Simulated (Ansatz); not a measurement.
dimethyl selenide (C2H6Se), singlet, at a GFN2-xTB geometry; Ansatz (a program for electronic structure) with BHLYP/def2-TZVP.

Ansatz was given this input:
Ansatz 0.2 input:
```yaml
crystal:
  periodic: [false, false, false]
  atoms:
    - {symbol: C, position_ang: [1.42745564, -0.35252996, 0.80410118]}
    - {symbol: Se, position_ang: [0.01857231, 0.17766848, -0.43947715]}
    - {symbol: C, position_ang: [-1.49174355, -0.26246801, 0.71714532]}
    - {symbol: H, position_ang: [1.32047632, -1.40944573, 1.03668694]}
    - {symbol: H, position_ang: [2.38153568, -0.17314924, 0.31701118]}
    - {symbol: H, position_ang: [1.35160354, 0.24752203, 1.70786870]}
    - {symbol: H, position_ang: [-1.46408325, -1.32353763, 0.95374167]}
    - {symbol: H, position_ang: [-2.40230747, -0.02556005, 0.17451211]}
    - {symbol: H, position_ang: [-1.43295603, 0.33343014, 1.62492343]}
basis:
  gaussian:
    orbitals: def2-TZVP
hamiltonian:
  xc: {name: BHLYP}
```

It wrote (shortened):

```
Functional definition: BHLYP
1171 factors; their error is unknown
mean field evaluation 1: about -67514.9925 eV, gradient 4.6e1 eV
mean field evaluation 2: about -67515.4224 eV, gradient 4.2e1 eV
mean field evaluation 4: about -67519.6833 eV, gradient 1.1e0 eV
mean field evaluation 8: about -67520.5402 eV, gradient 7.7e-1 eV
mean field evaluation 16: about -67520.5407 eV, gradient 3.6e-5 eV
mean field -67520.54072767 eV, -2481.3341046756 hartree, gradient 1.1e-5 eV, S^2 0.000000; 0 other end points of the search recorded, 0 dependent functions left out
reference -67520.54088992 eV, -2481.3341106382 hartree; 26, 26 occupied and 120, 120 virtual orbitals, 1171 factors
Total energy: -67520.54088992 eV, -2481.3341106382 hartree
```
